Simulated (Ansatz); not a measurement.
Gas-phase electronic energies from Ansatz, PBE0-D4/def2-TZVP geometries. CBS: MP2 limit from def2 TZ/QZ plus the TZ coupled-cluster correction, frozen cores. Functionals use def2-TZVPP. B3LYP here is the variant with VWN-RPA as its local correlation; programs differ in this. For Ti outer-core shells are correlated without core-valence functions, which leaves a few kJ/mol of doubt a bond. Scalar relativity is left out up to krypton. One conformer a species, not always the lowest.

Reaction (redistribution): `F[SiH2]S[SiH2]Cl` + `CC[O][Ti]([Cl])([O]CC)[O]CC` → `Cl[SiH2]S[SiH2]Cl` + `CC[O][Ti]([F])([O]CC)[O]CC`

```
       level  ΔE (kJ/mol)
    B3LYP-D4         29.5
HF/CBS(def2)         42.7
```

**Question.** What does CCSD(T)/CBS give? (Estimate.)

**Answer.** The calculation gave: +37.1 kJ/mol. The listed levels differ from it by -7.6, 5.6 kJ/mol.

Largest T1 diagnostic among the species: 0.020, so the coupled-cluster value is less sure than usual.

The D4 term adds −5.1 kJ/mol with B3LYP and −2.6 kJ/mol with PBE0; it sums over pairs of atoms, weighted by their polarisabilities, and B3LYP, whose exchange is more repulsive, gets the larger term. From PBE to PBE0 (25 % exact exchange), in def2-TZVPP and without D4, ΔE moves by +3.9 kJ/mol.
